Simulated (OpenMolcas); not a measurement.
## neutral lithium: from CASSCF to CASPT2

```yaml
Program: OpenMolcas
Basis: ANO-RCC-VTZP [4s3p2d1f]
Scalar_Hamiltonian: DKH2, point nucleus
Active_space: 1 electron in 4 orbitals (2s 2p)
State_averaging: 2S+1 = 2 even, 1 root; 2S+1 = 2 odd, 3 roots
Spin-orbit_coupling: state interaction with AMFI integrals over the reference wave functions, term energies averaged over their components
```

Methods on the same reference wave functions:
A. CASSCF
B. SS-CASPT2, IPEA 0.25 Eh, imaginary shift 0.1 Eh (closed shells correlated: 1s)
C. XMS-CASPT2, IPEA 0.25 Eh, imaginary shift 0.1 Eh (closed shells correlated: 1s)

Energies in cm⁻¹ above 2s ²S_1/2, the measured ground level; measured values from NIST Handbook of Basic Atomic Spectroscopic Data.

```
     Level      A      B      C  Measured
 2s ²S_1/2    0.0    0.0    0.0       0.0
2p ²P°_1/2  14851  14869  14866     14904
2p ²P°_3/2  14851  14869  14866     14904
```

Deviations, from unrounded energies. A percentage is the sum of absolute deviations over the sum of measured energies, with the sign that they share, or ± where signs differ.

```json
{"Against measurement": "mean absolute deviation (cm-1)", "Levels": "2", "A": "53", "B": "35", "C": "38"}
{"Against measurement": "other configurations (%)", "Levels": "2", "A": "-0.4", "B": "-0.2", "C": "-0.3"}
```

B, C lie about equally close to measurement and A furthest from it. The largest miss of B in the table is 2p ²P°_3/2, by -35 cm-1. The ranking rests on the paired levels alone, and a cruder setting can come out closer through cancelling errors.

Between B and C no level of the table moves by more than 5 cm-1.

The lowest spin-free term lies below A's lowest term by 0.031 hartree in B, 0.031 hartree in C.

ANO sets are built for ground and valence states and can reach diffuse excited orbitals poorly. With one active electron the reference holds no correlation, so core polarisation is missing (holds for A). With one active electron, CASPT2 adds the correlation within the correlated inactive shells and between them and that electron, and leaves the splitting within a term as the reference gives it (holds for B; C). Measured partners are found by configuration, term and J. A level has none where our copy of the source lacks it or the pairing is in doubt (some pairs that miss far off the trend of their configuration count as doubtful), and it then counts in no deviation. Only configurations of the active space appear.

° marks odd parity.
